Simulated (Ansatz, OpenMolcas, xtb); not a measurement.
## How methods differ on C2H5GeN (SMILES C1=[N][GeH2][CH2]1)

The species is C2H5GeN (9 atoms), meant as a singlet with charge 0. SMILES: `C1=[N][GeH2][CH2]1`. The shape is that of a PBE0-D4/def2-TZVP optimisation.

```csv
atom,x (Å),y (Å),z (Å)
C,-0.1868,-0.5497,-1.0751
N,1.0359,-0.1825,-1.1415
Ge,0.9039,0.5606,0.6130
C,-0.8854,-0.1971,0.2185
H,-0.6756,-1.0795,-1.9034
H,1.0565,2.0891,0.6841
H,1.7760,-0.1270,1.6767
H,-1.7205,0.4974,0.1070
H,-1.2156,-1.0577,0.8037
```

Each level gives the energy change with the C1–H5 bond stretched from 1.098 to 1.647 Å (eV). The values are calculated.

```tsv
level	kind	program	value (eV)	less CCSD(T)/def2-SVP	CPU time (all runs)
GFN-FF	force field	xtb	1.13	-0.71	under 2 s
HF/def2-SVP (unrestricted)	Hartree–Fock	OpenMolcas	2.26	+0.42	38 s
SVWN5/def2-SVP (restricted)	LDA	OpenMolcas	1.67	-0.17	1.7 min
M06-L/def2-SVP (restricted)	meta-GGA	OpenMolcas	1.81	-0.03	1.9 min
BHLYP/def2-SVP (restricted)	global hybrid	OpenMolcas	2.06	+0.22	2 min
M06-2X/def2-SVP (restricted)	hybrid meta-GGA	OpenMolcas	1.93	+0.09	2.8 min
CAM-B3LYP/def2-SVP (restricted)	range-separated hybrid	Ansatz	1.92	+0.08	9.2 s
B2PLYP/def2-SVP (restricted)	double hybrid	OpenMolcas	1.88	+0.04	2 min
MP2/def2-SVP (restricted)	perturbation theory	OpenMolcas	1.94	+0.10	26 s
CCSD(T)/def2-SVP (Cholesky decomposition) (restricted)	coupled cluster or CI	OpenMolcas	1.84	0.00	13 min
```

CCSD(T)/def2-SVP (Cholesky decomposition) (restricted) is the highest level here, not the true value. All-electron rows without a relativistic Hamiltonian named are non-relativistic. The first shape isn't each level's own minimum. The values span 1.13 to 2.26 eV. In the correlated wave-function rows the outer d shell of Ge is correlated, in sets not made for it. Times are those of the runs behind each value, whatever else they computed, on shared processors of several kinds: orders of magnitude only.
